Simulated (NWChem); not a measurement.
# GeHSI, singlet; SMILES [I][Ge][SH]

```xyz
4

Ge     0.7970    -1.0641     0.0000
I     -0.1091     1.3353     0.0000
S     -1.1924    -2.0870     0.0000
H     -0.6442    -3.3261     0.0000
```
Atoms are numbered in this order, from 1.

Results from NWChem. Low-valent species are run as closed-shell singlets; no triplet was tried in these runs. The geometry was optimised at PBE0/def2-SVP. def2 effective core potentials on I; no spin-orbit coupling.

For level KT2/def2-SVP:

- highest occupied level (eV): -6.09
- orbital gap (eV): 2.61
- dipole (D): 2.27

Question: Estimate the same quantities for level BHandHLYP/def2-SVP.

Answer: 
| Quantity | Result |
|---|---|
| highest occupied level (eV) | -7.93 |
| orbital gap (eV) | 5.95 |
| dipole (D) | 2.66 |
